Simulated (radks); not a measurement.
The numbers below are computed, except where a source is named.
Q: The mean radii <r> (bohr) of the occupied orbitals of an atom or ion are listed with their occupations. Level of theory: scalar-relativistic Kohn-Sham, exchange-only LDA, spin-polarised, spherical densities, point nucleus (a radial shooting solver on a logarithmic mesh with Libxc functionals).

orbital  occ.      <r>
1s up       1  0.02188
1s down     1  0.02187
2s up       1  0.09067
2s down     1  0.09080
2p up       3  0.07944
2p down     1  0.07960

Name the element and its charge. Open shells, if any, are filled with parallel spins first.

A: Z = 64, gadolinium, charge +56: Gd56+ in [He] 2s2 2p4. The 1s radius gives Z: for a bare nucleus <r> = (2 gamma + 1)/(2Z) with gamma = sqrt(1 - (Z/c)^2), 0.02163 bohr for Z = 64, and screening makes it slightly larger (0.02188 here). The occupations add up to 8, and the charge is Z minus that.
